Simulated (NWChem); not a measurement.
# C$_{2}$HAlN$_{2}$O$_{2}$; SMILES O=C=[N][AlH][N]=C=O

```xyz
8

Al    -1.1411     0.0067     0.0000
H     -2.7150     0.0092     0.0000
N     -0.2180     0.0061    -1.5207
C      0.4094     0.0005    -2.5601
O      1.0172    -0.0050    -3.5728
N     -0.2180     0.0061     1.5207
C      0.4094     0.0005     2.5601
O      1.0172    -0.0050     3.5728
```
Atoms are numbered in this order, from 1.

Results from NWChem. Pople sets run with spherical d functions. Coordinates come from a PBE-D3(BJ)/def2-SVP optimisation. B3LYP is NWChem's, with the RPA form of VWN correlation. Atomic charges in e: unrestrained fits to the electrostatic potential beside Mulliken populations; buried atoms are poorly determined by the fit.

For level B3LYP/def2-SVP:

- ESP Al1: 1.05
- Mulliken Al1: 0.76
- ESP N3: -0.68
- Mulliken N3: -0.24
- ESP C4: 0.68
- Mulliken C4: 0.07
- Mulliken O5: -0.13
- ESP N6: -0.68
- Mulliken N6: -0.24

Q: How do the values read with level Hartree-Fock/6-31G* instead?

A: ESP Al1: 1.21
Mulliken Al1: 0.97
ESP N3: -0.81
Mulliken N3: -0.72
ESP C4: 0.84
Mulliken C4: 0.80
Mulliken O5: -0.50
ESP N6: -0.81
Mulliken N6: -0.72
